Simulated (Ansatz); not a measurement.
Species: C4H9O, charge 0, multiplicity 2. SMILES: [CH2]C(C)CO
Geometry from a B3LYP-D3(BJ)/def2-TZVP (Ansatz, a program for electronic structure) optimisation:
```xyz
14

C     -1.6272    -0.8747    -0.4395
C     -0.5735     0.0080     0.1269
C     -0.5365     1.3809    -0.5484
C      0.7890    -0.6817     0.0801
O      1.7196     0.1020     0.8221
H     -1.6222    -1.9399    -0.2472
H     -2.4831    -0.4570    -0.9512
H     -0.7846     0.1682     1.1982
H     -0.3195     1.2771    -1.6145
H      0.2322     2.0090    -0.1007
H     -1.4985     1.8866    -0.4483
H      0.7036    -1.6874     0.5096
H      1.1085    -0.7842    -0.9648
H      2.5958    -0.2835     0.7276
```
Charge 0, spin multiplicity 2.

Wanted: enthalpy of formation at 298 K, in kcal/mol. Conventions: LANL2DZ all-electron up to Ne; UHF or UKS for open shells; six Cartesian d functions in 6-31G* and its kin unless marked 5d; 6-311+G** with 5d; frozen cores in correlated levels; no spin-orbit coupling; non-relativistic; dispersion terms only where a functional's name holds one. CBS(X,Y): correlation extrapolated as X^-3; Hartree-Fock from the larger set. First-principles rows: single points at B3LYP-D3(BJ) geometries (Ansatz), with unscaled harmonic terms from B3LYP/6-31G* (Ansatz) at its own minima, enthalpies of formation by atomisation with measured atoms.

Coupled cluster (Ansatz) is a level with limits of its own, used here on species with T1 under 0.025 (0.045 for open shells) and stable references: CCSD(T)/CBS(cc-pVTZ,cc-pVQZ).

Value to compare with, CCSD(T)/CBS(cc-pVTZ,cc-pVQZ) (Ansatz): -15.5 kcal/mol.

```json
[
 {"level": "B3LYP/STO-3G", "program": "Ansatz", "enthalpy of formation at 298 K (kcal/mol)": "-217.1", "difference": "-201.6"},
 {"level": "B3LYP/3-21G", "program": "Ansatz", "enthalpy of formation at 298 K (kcal/mol)": "15.6", "difference": "31.1"},
 {"level": "B3LYP/LANL2DZ", "program": "Ansatz", "enthalpy of formation at 298 K (kcal/mol)": "32.3", "difference": "47.8"},
 {"level": "B3LYP/6-31G", "program": "Ansatz", "enthalpy of formation at 298 K (kcal/mol)": "24.7", "difference": "40.2"},
 {"level": "B3LYP/6-31G*", "program": "Ansatz", "enthalpy of formation at 298 K (kcal/mol)": "-6.6", "difference": "8.9"},
 {"level": "B3LYP/6-31+G*", "program": "Ansatz", "enthalpy of formation at 298 K (kcal/mol)": "1.0", "difference": "16.5"},
 {"level": "B3LYP/6-31G**", "program": "Ansatz", "enthalpy of formation at 298 K (kcal/mol)": "-17.4", "difference": "-1.9"},
 {"level": "B3LYP/def2-SVP", "program": "Ansatz", "enthalpy of formation at 298 K (kcal/mol)": "-15.7", "difference": "-0.2"},
 {"level": "B3LYP/cc-pVDZ", "program": "Ansatz", "enthalpy of formation at 298 K (kcal/mol)": "9.7", "difference": "25.2"},
 {"level": "B3LYP/6-311+G**", "program": "Ansatz", "enthalpy of formation at 298 K (kcal/mol)": "-2.3", "difference": "13.2"},
 {"level": "B3LYP/def2-TZVPD", "program": "Ansatz", "enthalpy of formation at 298 K (kcal/mol)": "-7.4", "difference": "8.1"}
]
```

Among the 10 habitual levels, B3LYP/STO-3G lies farthest from CCSD(T)/CBS(cc-pVTZ,cc-pVQZ) (Ansatz) (-201.6 kcal/mol) and B3LYP/def2-SVP nearest (-0.2); 7 of 10 lie above it, and their mean absolute difference is 38.7 kcal/mol, the median 20.9. One case shows no general order.

The sets are all those run for this method; left out are runs that failed, that the program found above a lower state of the same kind, or whose <S^2> lies over 0.5 above the pure value.
